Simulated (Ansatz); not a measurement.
`FB[O][InH2]` and `FB[O][GeH3]` differ in one atom or group.

Ansatz, PBE0-D4/def2-TZVP geometries, multiplicity 1. Each molecule was computed in one conformer, which needn't be the lowest.

Elements past krypton have def2 core potentials. Scalar relativity is left out up to krypton.

```csv
property,`FB[O][InH2]`
LUMO energy (PBE/def2-TZVPP) / eV,-2.41
LUMO energy (B3LYP/def2-TZVPP) / eV,-1.95
HOMO energy (B3LYP/def2-TZVPP) / eV,-8.56
HOMO energy (PBE0/def2-TZVPP) / eV,-8.77
"ideal-gas entropy at 298 K and 1 bar (rigid rotor, harmonic PBE0-D4/def2-TZVP) / J/(mol·K)",333
HOMO–LUMO gap (PBE0/def2-TZVPP) / eV,7.12
```

Task: What does the change do to each property? (Best estimate.)

Result: Computed: 
```json
{"property": "LUMO energy (PBE/def2-TZVPP) / eV", "`FB[O][GeH3]`": "-0.91", "shift": "1.50"}
{"property": "LUMO energy (B3LYP/def2-TZVPP) / eV", "`FB[O][GeH3]`": "-0.29", "shift": "1.66"}
{"property": "HOMO energy (B3LYP/def2-TZVPP) / eV", "`FB[O][GeH3]`": "-9.05", "shift": "-0.49"}
{"property": "HOMO energy (PBE0/def2-TZVPP) / eV", "`FB[O][GeH3]`": "-9.27", "shift": "-0.50"}
{"property": "ideal-gas entropy at 298 K and 1 bar (rigid rotor, harmonic PBE0-D4/def2-TZVP) / J/(mol·K)", "`FB[O][GeH3]`": "329", "shift": "-4"}
{"property": "HOMO–LUMO gap (PBE0/def2-TZVPP) / eV", "`FB[O][GeH3]`": "9.24", "shift": "2.12"}
```

With PBE0 the HOMO falls by 0.50 eV and the LUMO rises by 1.62 eV, so the gap widens by about 2.12 eV. PBE moves the HOMO by -0.36 eV and ωB97M-V by -0.64 eV. The zero-point energy changes by 31.4 kJ/mol with +3 modes.

B3LYP here is the variant with VWN-RPA as its local correlation; programs differ in this.
